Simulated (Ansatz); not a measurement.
Cost and result for the atomization energy of C₃H₄BF (`BC1(F)C=C1`) (9 atoms, 9 bonds).

| atom | x (Å) | y (Å) | z (Å) |
| --- | --- | --- | --- |
| B1 | -0.306 | -1.318 | -0.557 |
| C2 | -0.426 | 0.096 | 0.012 |
| F3 | -1.727 | 0.590 | 0.130 |
| C4 | 0.607 | 1.162 | -0.180 |
| C5 | 0.532 | 0.680 | 1.005 |
| H6 | 0.790 | -1.781 | -0.674 |
| H7 | -1.270 | -1.945 | -0.877 |
| H8 | 0.995 | 1.859 | -0.904 |
| H9 | 0.806 | 0.658 | 2.045 |

Total charge 0; spin multiplicity 1. Geometry: relaxed with PBE0-D4/def2-TZVP. Program: Ansatz. All runs use 2 threads of an Intel Xeon on a shared host. Times are those of one run each, without the atoms' runs, and a repeat can differ threefold. Electronic energies, without spin–orbit coupling; frozen cores. CCSD(T)/CBS adds CCSD(T) − MP2 in def2-TZVPP to the MP2 limit, and its time is that of the two runs behind it. T1 = 0.012. HSE06 is the plane-wave form, built on full-range PBE exchange.

CCSD(T)/CBS is a level of theory with its own doubt, some kJ/mol a heavy atom from the limit and from the frozen cores, so smaller differences don't rank the functionals.

| level | functions | wall time | atomization (kcal/mol) | difference from CCSD(T)/CBS | per bond |
| --- | --- | --- | --- | --- | --- |
| revPBE-D4/def2-TZVPP | 211 | 2 s | 878.6 | 12.1 | 1.3 |
| PBE-D4/def2-TZVPP (with forces) | 211 | 2.5 s | 904.6 | 38.1 | 4.2 |
| BHLYP-D4/def2-TZVPP | 211 | 2.7 s | 841.7 | -24.8 | -2.8 |
| CAM-B3LYP-D4/def2-TZVPP | 211 | 2.9 s | 877.1 | 10.6 | 1.2 |
| HSE06-D4/def2-TZVPP | 211 | 3.1 s | 884.2 | 17.7 | 2.0 |
| CCSD(T)/def2-SVP | 90 | 3.8 s | 832.0 | -34.5 | -3.8 |
| r2SCAN-D4/def2-TZVPP (with forces) | 211 | 4.4 s | 879.0 | 12.5 | 1.4 |
| B2PLYP/def2-TZVPP | 211 | 5.5 s | 864.7 | -1.8 | -0.2 |
| ωB97X-V/def2-TZVPP | 211 | 7 s | 873.6 | 7.1 | 0.8 |
| B97M-V/def2-TZVPP | 211 | 7.5 s | 876.1 | 9.6 | 1.1 |
| MP2/def2-QZVPP | 405 | 20 s | 883.6 | 17.1 | 1.9 |
| CCSD(T)/def2-TZVPP | 211 | 64 s | 844.6 | -21.9 | -2.4 |
| CCSD(T)/CBS(def2) | – | 84 s | 866.5 | 0.0 | 0.0 |

Leaving LDA and LC-ωPBE aside and taking each functional with its dispersion term where it has one, the values spread over 62.8 kcal/mol, from BHLYP-D4 to PBE-D4. LDA lies +115.4 kcal/mol from PBE without D4, its usual overbinding. The D4 term adds +5.8 kcal/mol with B3LYP and +3.0 kcal/mol with PBE0; it sums over pairs of atoms, weighted by their polarisabilities, and B3LYP, whose exchange is more repulsive, gets the larger term. From BLYP to BHLYP (50 % exact exchange), in def2-TZVPP and without D4, the atomization energy moves by −29.0 kcal/mol: exact exchange takes away binding that semilocal exchange gives to molecules.

B3LYP here is the variant with VWN-RPA as its local correlation; programs differ in this.
